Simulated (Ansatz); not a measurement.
Total energies of Cl2GeH2O (`[OH][GeH]([Cl])[Cl]`).

```xyz
6

O     0.101    1.089   -0.946
Ge   -0.216   -0.041    0.354
Cl    1.618   -0.558    1.324
Cl   -1.023   -1.851   -0.446
H     0.706    0.748   -1.612
H    -1.187    0.613    1.326
```

The species carries charge 0 and has multiplicity 1. Correlated methods include outer-core shells of Ge, which these sets cover unevenly. Scalar relativity is left out up to krypton. The geometry is a stationary point of PBE0-D4/def2-TZVP. It is one conformer, not always the lowest. Basis def2-TZVPP, Ansatz 0.2.0.

RPA on PBE orbitals: Hartree–Fock energy of these orbitals -3070.51322 Eh, correlation -1.36194 Eh (frozen core).

| functional | energy without D4 (Eh) | D4 term (kJ/mol) |
| --- | --- | --- |
| LDA (SPW92) | -3067.33574 | – |
| PBE | -3073.23904 | -15.7 |
| revPBE | -3073.65266 | -40.2 |
| BLYP | -3074.04420 | -33.8 |
| B3LYP | -3074.08410 | -25.8 |
| HSE06 (plane-wave form) | -3073.34942 | -12.6 |
| CAM-B3LYP | -3074.13577 | -13.9 |
| LC-ωPBE | -3073.44420 | – |
| ωB97X-V | -3073.65925 | – |
| PBE-QIDH | -3072.86812 | – |

Give the same for r2SCAN, B97M-V, PBE0, r2SCANh, r2SCAN0, BHLYP, ωB97M-V, B2PLYP. (Best estimate.)

Ansatz gave: 
| functional | energy without D4 (Eh) | D4 term (kJ/mol) |
| --- | --- | --- |
| r2SCAN | -3073.90764 | -3.5 |
| B97M-V | -3073.36336 | – |
| PBE0 | -3073.36730 | -13.4 |
| r2SCANh | -3073.89209 | -3.8 |
| r2SCAN0 | -3073.87021 | -4.3 |
| BHLYP | -3073.95378 | -22.1 |
| ωB97M-V | -3073.82916 | – |
| B2PLYP | -3073.33737 | – |

B3LYP takes the VWN-RPA correlation (the form of Gaussian; ORCA's B3LYP/G). HSE06 is the plane-wave form, built on full-range PBE exchange. The double hybrids freeze the cores in their second-order part.

LC-ωPBE has ω = 0.4 bohr⁻¹.
